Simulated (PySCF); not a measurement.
**Radial density of N(3+) (nitrogen, charge +3)**

revPBE, [He] 2s2, closed-shell 1S. All numbers are calculated (PySCF 2.14, the non-relativistic Hamiltonian (point nucleus), in dyall-acv3z).

| r (bohr) | 4πr²ρ (e/bohr) |
| --- | --- |
| 0.00309 | 0.02447 |
| 0.00520 | 0.06724 |
| 0.00875 | 0.1809 |
| 0.0147 | 0.4709 |
| 0.0248 | 1.157 |
| 0.0416 | 2.584 |
| 0.0700 | 4.919 |
| 0.118 | 7.176 |
| 0.198 | 6.719 |
| 0.333 | 3.106 |
| 0.561 | 1.392 |
| 0.943 | 2.022 |
| 1.59 | 0.7652 |
| 2.67 | 0.03333 |
| 4.49 | 3.427e-05 |
